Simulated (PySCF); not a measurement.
**Electron correlation in V²⁺ (vanadium, charge +2)**

Starting occupation: [Ar] 3d3, 3d5/2 with m_j = +1/2, +3/2, +5/2. Computed with PySCF 2.14 in x2c-TZVPall-2c (6s7p4d1f, 54 functions), with X2C-1e with screened-nucleus spin-orbit coupling, Gaussian nucleus. Frozen: [Ne]; 11 electrons correlated; the 6 highest virtual spinors left out.

MP2 pair energies summed by pair of shells (mhartree):

```tsv
pair	energy	share (%)
3p-3p	-99.31	41.4
3d-3p	-84.03	35.0
3p-3s	-25.18	10.5
3d-3d	-14.02	5.8
3d-3s	-12.51	5.2
3s-3s	-4.83	2.0
```

Total MP2 correlation energy: -239.89 mhartree.

The GHF reference relaxed away from the jj start to a determinant that is no pure jj level (⟨S²⟩ = 3.75, ⟨J²⟩ = 24.75); the energies belong to that determinant.

This basis was not built for core-valence correlation, so the inner-shell part is incomplete.
